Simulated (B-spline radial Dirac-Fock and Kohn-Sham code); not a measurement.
## How the settings move the core levels of Ni

ΔSCF core binding energies without Breit or QED terms, calculated with a B-spline atomic structure program. Keys: rel is the Hamiltonian (dirac, or spin-free x2c and nr, where L3 and M5 stand for the whole 2p and 3d shells), method is hf or an exchange,correlation pair (spin-unpolarised, also for the hole states), nuc the nuclear model, radius_factor scales its radius, rmax is the box in bohr, h the logarithmic mesh step, order the B-spline order, points the quadrature points per cell, c_factor scales the speed of light, and damp, ndamp, maxit and tol steer the iteration. The run stops when the commutator error falls below 10·tol·max(1, Z/10), or the numerical noise floor, and the energy has settled to about 1e-8 Ha; the virial ratio is −V/T.

Base input:

```json
{"items": [{"Z": 28, "q": 0, "cfg": [[1, 0, 2], [2, 0, 2], [2, 1, 6], [3, 0, 2], [3, 1, 6], [3, 2, 8], [4, 0, 2]], "A": 58, "rrms": 3.7757, "do": "settings", "holes": ["K", "L3", "M5"],
  "settings": [{"rel": "dirac", "method": "hf", "nuc": "fermi", "radius_factor": 1.0, "rmax": 45.0, "h": 0.3, "order": 8, "points": 10, "c_factor": 1.0, "maxit": 60, "damp": 0.5, "ndamp": 3, "tol": 1e-08}]}]}
```

The ground state converged in 11 iterations, with total energy -1519.30571 Ha, virial ratio 1.98350 and highest orbital energy -7.66 eV. ΔSCF binding energies: K (1s) 8360.1 eV, L3 (2p3/2) 869.8 eV. Holes are computed only in closed shells, and unreliable hole states are left out.

Changes from the base run:

```csv
changed setting,Δ total energy (Ha),Δ K (eV),Δ L3 (eV),iterations
tol = 1e-06,0.00000,0.00,0.00,9
rel = "nr",+12.48988,-89.63,+1.97,11
order = 9,0.00000,0.00,0.00,11
"method = "pbe,pbe"; rmax = 25.0; h = 0.18",?,?,?,?
radius_factor = 1.2; rmax = 80.0; h = 0.12,+0.00253,-0.03,0.00,10
"method = "lda,vwn"",+1.19865,-0.31,-2.18,13
h = 0.12,0.00000,0.00,0.00,10
c_factor = 2.0,+9.41830,-67.60,+1.48,10
radius_factor = 1.2,+0.00253,-0.03,0.00,11
nuc = "gauss",-0.00001,0.00,0.00,11
order = 7,0.00000,0.00,0.00,11
damp = 0.8,0.00000,0.00,0.00,12
"method = "pbe,pbe"; nuc = "gauss"; damp = 0.8",-1.26731,+17.31,-1.75,11
rel = "x2c"; damp = 0.2; tol = 0.0001,+0.23255,-4.10,+5.62,10
```

Q: What does the change method = "pbe,pbe"; rmax = 25.0; h = 0.18 do?

A: The total energy moves by -1.26732 Ha and the binding energies by K +17.31 eV, L3 -1.75 eV; the run takes 12 iterations.
